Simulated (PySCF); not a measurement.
C6H10O2.
Atom-mapped SMILES: `[CH3:1][O:2][C@@H:3]1[CH2:4][CH2:5][C@@H:6]2[O:7][C@H:8]12`

NICS is the negative of the GIAO shielding at a point without a nucleus: at the ring centre (0) and 1 Å above and below it (1); zz is the component along the ring normal. Level: GIAO PBE0/pcSseg-1 (PySCF, non-relativistic, gas phase) on the GFN2-xTB geometry, one conformer.

Rings: 1. C3–C4–C5–C6–C8; 2. C6–O7–C8.

| set | NICS(0) | NICS(1), two faces | NICS(1)zz, two faces |
| --- | --- | --- | --- |
| P | -8.5 | -3.8 / -6.6 | -4.0 / 0.2 |
| Q | -48.3 | -6.6 / -8.0 | -23.8 / -26.5 |

Q: Which set (ppm) belongs to which ring?

A: P = 1, Q = 2.
- 1 (5-membered carbocycle; formal bonds all single): mean NICS(1)zz -1.9 ppm, near zero. C3, C4, C5, C6, C8 have four or more neighbours, so the value isn't read as a sign of a π ring current. O7, outside the ring, lies only 1.26 Å from a NICS(1) probe, which then mostly feels that atom.
- 2 (3-membered ring with O; formal bonds all single): mean NICS(1)zz -25.1 ppm, shielded. C6, C8 have four or more neighbours, and the NICS criterion for π rings isn't applied. C4, outside the ring, lies only 1.43 Å from a NICS(1) probe, which then mostly feels that atom.

Q: How do the rings differ in shape?

A: 
```csv
ring,bond lengths (Å),rms pucker (Å),HOMA,nearest outside atom to a NICS(1) probe (Å)
1,"1.539, 1.534, 1.515, 1.464, 1.528",0.13,–,oxygen 1.26
2,"1.397, 1.399, 1.464",0.00,–,carbon 1.43
```
